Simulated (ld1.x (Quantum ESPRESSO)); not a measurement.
## Which setting gave this result? (P, TM semilocal)

Base potential:

ld1.x (Quantum ESPRESSO) 7.5 input, shortened:

```
&input
   title='P', zed=15., rel=0, dft='PZ', iswitch=3,
   config='[Ne] 3s2 3p1'
 /
 &inputp
   pseudotype=1, tm=.true., lloc=1,
   nlcc=.false.
 /
2
3S  1  0   2.00   0.00  1.55  1.55  0.0
3P  2  1   1.00   0.00  1.45  1.45  0.0
 &test
   configts(1)='3s2 3p1'
 /
```

Cutoffs, loose and tight: the cutoffs (Ry, on a coarse ladder) from which the occupation-weighted sum of valence levels, in a spherical-Bessel basis at the reference potential, stays within 10 and 1 mRy of its value at 400 Ry. They do not see the model core or the augmentation charge, which bear on the density cutoff. Test errors are all-electron minus pseudo excitation energies from the reference, over the configurations 3s2 3p3; 3s2 3p2; 3s2 3p0; 3s2 3p3.3; 3s2 3p2.5; 3s1 3p3; 3s1 3p4 (two spin-polarised tests are not counted in the largest error); variants that change the core or the reference have their own tests.

Only the scale of all radii (base = 1) is moved:

```
scale of all radii (base = 1)  cutoff, loose  cutoff, tight  bound ghosts  largest test error (meV)
                         0.75         120 Ry         230 Ry          none                       +62
                         0.93          45 Ry          70 Ry          none                       +44
                         1.16          25 Ry          45 Ry          none                       +49
                         1.27          18 Ry          40 Ry          none                       +56
                         1.34          15 Ry          35 Ry          none                       +67
```

Q: One more run gave cutoff, loose: 35 Ry; cutoff, tight: 50 Ry; bound ghosts: none; largest test error (meV): +44. Which value of the scale of all radii (base = 1) was used?

A: 1.03. The loose cutoff moves one way along this sweep, from 120 Ry at 0.75 to 15 Ry at 1.34, which places the run between 0.93 and 1.16.
